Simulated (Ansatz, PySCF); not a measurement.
Gas-phase reaction (SMILES): C=C[Si](F)(F)F [ethenyl(trifluoro)silane] + [H][H] (H2) → F[SiH](F)F [trifluorosilane] + C=C (C2H4) [ethene]; hydrogen cleaves one Si-C bond, a model of a ligand-exchange step.

Geometries: B3LYP-D3(BJ)/def2-TZVP minima from Ansatz (a first-principles code), one conformer each, not searched for the lowest. Valence correlation only, unless marked. No spin-orbit coupling. No relativistic terms. CBS marks a two-point X^-3 extrapolation of the correlation energy; Hartree-Fock from the larger set. Thermal terms are rigid-rotor harmonic-oscillator values from B3LYP-D3(BJ) frequencies (PySCF) at 298.15 K and 1 atm. 1 Eh = 627.5095 kcal/mol.

| species | E, CCSD(T)/CBS(cc-pV(T+d)Z,cc-pV(Q+d)Z) (Ansatz) (Eh) | E, PBE0-D4/def2-TZVPD (Ansatz + dftd4) (Eh) | H - E (Eh) | G - E (Eh) |
|---|---|---|---|---|
| C=C[Si](F)(F)F | -666.55405 | -666.91438 | 0.05993 | 0.02079 |
| [H][H] (H2) | -1.17450 | -1.16831 | 0.01336 | -0.00144 |
| F[SiH](F)F | -589.25692 | -589.57082 | 0.02314 | -0.00844 |
| C=C (C2H4) | -78.47456 | -78.51403 | 0.05494 | 0.03009 |

**Question.** Work out ΔE and ΔH, ΔG, ΔS and the equilibrium constant at 298.15 K at the first level, then ΔH at the second.

**Answer.** 
1. ΔE = [(-589.25692) + (-78.47456)] - [(-666.55405) + (-1.17450)] = -0.00293 Eh = -1.8 kcal/mol at CCSD(T)/CBS(cc-pV(T+d)Z,cc-pV(Q+d)Z).
2. The terms H - E add up to 0.00479 Eh, so ΔH = (-0.00293 + (0.00479))×627.5095 = 1.2 kcal/mol.
3. The terms G - E add up to 0.00230 Eh, so ΔG = -0.4 kcal/mol, and ΔS = (0.00479 - (0.00230))×627509.5/298.15 = 5.2 cal/(mol K).
4. log10 K = -ΔG/(RT ln 10) = 0.3, with RT ln 10 = 1.3642 kcal/mol.
5. At PBE0-D4/def2-TZVPD the same steps give ΔE = -1.4 and ΔH = 1.7 kcal/mol, a shift of +0.5 from the first level.
6. With ΔG under 1 kcal/mol in size, these levels don't settle on which side the equilibrium lies.
7. These values are not checked against measurement here, since the tables used lack a sound gas-phase enthalpy of formation for at least one species.
